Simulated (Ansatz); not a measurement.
Computed with Ansatz on PBE0-D4/def2-TZVP structures; ΔE is electronic, products minus reactants. CBS: MP2 limit from def2 TZ/QZ plus the TZ coupled-cluster correction, frozen cores. This one scheme is used for every species. DFT in def2-TZVPP. One conformer a species, not always the lowest.

`CO[SiH](C)S` + BH₃ → `B[SiH](C)OC` + H₂S  (formal exchange of groups at the Si–S bond)

`CO[SiH](C)S`:

Cartesian coordinates in Å:
```
C -0.579 -1.916 0.754
O 0.273 -1.052 0.040
Si -0.096 0.507 -0.306
C 1.384 1.230 -1.149
S -0.506 1.665 1.455
H -1.552 -2.020 0.259
H -0.108 -2.899 0.800
H -0.740 -1.556 1.776
H -1.334 0.546 -1.132
H 1.172 2.241 -1.502
H 2.232 1.274 -0.462
H 1.670 0.612 -2.003
H -1.816 1.369 1.470
```

BH₃:

Cartesian coordinates in Å:
```
B 0.000 0.000 0.000
H 0.276 -1.023 -0.550
H -1.073 0.496 -0.165
H 0.797 0.527 0.715
```

`B[SiH](C)OC`:

```xyz
14

B     0.657    0.839    2.212
Si    0.428   -0.049    0.430
C    -0.908   -1.366    0.479
O     0.104    1.094   -0.719
C     0.033    0.792   -2.090
H     0.909    0.170    3.174
H     0.562    2.019    2.378
H     1.716   -0.733    0.069
H    -1.003   -1.864   -0.489
H    -1.880   -0.940    0.739
H    -0.659   -2.127    1.223
H    -0.039    1.728   -2.648
H    -0.848    0.183   -2.325
H     0.927    0.254   -2.432
```

H₂S:

```xyz
3

S     0.247   -0.022   -0.568
H    -0.121   -0.956    0.322
H    -0.126    0.977    0.246
```

CCSD(T)/CBS gives +97.2 kJ/mol.

Q: Another level gave +94.2 kJ/mol. Which?
A. CCSD(T)/def2-TZVPP
B. MP2/def2-TZVPP
C. SCS-MP2/def2-TZVPP
D. PBE/def2-TZVPP

A: A. CCSD(T)/def2-TZVPP 94.2, SCS-MP2/def2-TZVPP 102.1, PBE 85.9, MP2/def2-TZVPP 106.2 kJ/mol.

Largest T1 diagnostic among the species: 0.011.

The D4 term adds +4.6 kJ/mol with B3LYP and +2.4 kJ/mol with PBE0; it sums over pairs of atoms, weighted by their polarisabilities, and B3LYP, whose exchange is more repulsive, gets the larger term. From PBE to PBE0 (25 % exact exchange), in def2-TZVPP and without D4, ΔE moves by +4.8 kJ/mol.

CCSD(T)/CBS has its own doubt, a few kJ/mol and more with outer-core shells, so smaller differences from it don't rank the levels.

B3LYP here is the variant with VWN-RPA as its local correlation; programs differ in this.
